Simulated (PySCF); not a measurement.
Computed IR spectrum (relative IR intensity) of a molecule CH₆GeO₃. The structure is a stationary point at B3LYP-D3(BJ)/def2-SVP. Other conformers were not sampled. All values below come from B3LYP-D3(BJ)/def2-SVP run with PySCF. Frequencies are harmonic and unscaled.

ν (cm⁻¹): 100 (m), 206 (w), 245 (w), 255 (m), 319 (m), 612 (vw), 702 (m), 713 (s), 801 (vw), 893 (vs), 1264 (vw), 1431 (vw), 3834 (s) (against the strongest line: vs over 80 %, s over 45 %, m over 15 %, w over 4 %, vw less)

### Question
Identify the compound among the candidates.
A. [CH3][Ge]([OH])([OH])[OH]
B. O[CH2][GeH]([OH])[OH]
C. C[O][GeH]([OH])[OH]

### Answer
A, [CH3][Ge]([OH])([OH])[OH]
